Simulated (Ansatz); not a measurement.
```yaml
crystal:
  periodic: [false, false, false]
  atoms:
    - {symbol: N, position_ang: [0.547429, 3.106725, 0.238531]}
    - {symbol: C, position_ang: [-0.425466, 0.082957, 0.728920]}
    - {symbol: C, position_ang: [0.478958, -2.421625, -1.021522]}
    - {symbol: Ga, position_ang: [-3.083007, -2.340196, 3.924226]}
    - {symbol: H, position_ang: [1.632657, 3.689874, -1.802389]}
    - {symbol: H, position_ang: [-0.621893, 4.878831, 1.287388]}
    - {symbol: H, position_ang: [2.032867, -2.333025, -3.073093]}
    - {symbol: H, position_ang: [-0.343753, -4.798656, -0.413634]}
basis:
  gaussian: {orbitals: def2-mTZVPP, fitting: {mean_field: cc-pVTZ-jkfit}}
hamiltonian: {xc: {name: B97}}
output: {forces: true}
```

```sh
$ ansatz run in.yaml --threads 2 --pin off --events-out ev --progress --plain --max-ram 4352MiB
```

Shortened log:

```
Functional definition: B97
564 factors; integrals over basis functions are off by at most 2.2e-1 eV
mean field evaluation 1: about -55931.9408 eV, gradient 1.1e2 eV
mean field evaluation 2: about -55527.1323 eV, gradient 1.9e2 eV
mean field evaluation 4: about -55764.8203 eV, gradient 1.8e2 eV
mean field evaluation 8: about -55967.5762 eV, gradient 6.2e0 eV
mean field evaluation 16: about -55968.0249 eV, gradient 2.2e-1 eV
mean field evaluation 128: about -55967.9813 eV, gradient 1.8e0 eV
mean field evaluation 160: about -55967.4559 eV, gradient 1.5e0 eV
mean field -55968.02661489 eV, -2056.7870416062 hartree, gradient 6.7e-6 eV, S^2 0.000000; 10 other end points of the search recorded, 0 dependent functions left out
reference -55968.02664827 eV, -2056.7870428328 hartree; 27, 27 occupied and 91, 91 virtual orbitals, 564 factors
Total energy: -55968.02664827 eV, -2056.7870428328 hartree
Atom 0 at     0.547429     3.106725     0.238531 Å, force     0.003807     1.225310    -0.373874 eV/Å
Atom 1 at    -0.425466     0.082957     0.728920 Å, force     0.225669     0.165378    -0.261444 eV/Å
Atom 2 at     0.478958    -2.421625    -1.021522 Å, force     0.151545    -0.938907    -0.807570 eV/Å
Atom 3 at    -3.083007    -2.340196     3.924226 Å, force     0.224421     0.226569    -0.297349 eV/Å
Atom 4 at     1.632657     3.689874    -1.802389 Å, force    -1.225304    -0.452980     1.835844 eV/Å
Atom 5 at    -0.621893     4.878831     1.287388 Å, force     1.016782    -1.638395    -1.200871 eV/Å
Atom 6 at     2.032867    -2.333025    -3.073093 Å, force    -1.069754    -0.168679     1.521996 eV/Å
Atom 7 at    -0.343753    -4.798656    -0.413634 Å, force     0.672834     1.581705    -0.416732 eV/Å
Dipole moment:    -1.819667    -1.608320     2.189591 e Å
```

(1) What is wrong with this run?

## Answers

(1) The coordinates are in bohr but typed as ångström. The run converged. The result belongs to that input, not to the molecule as meant.
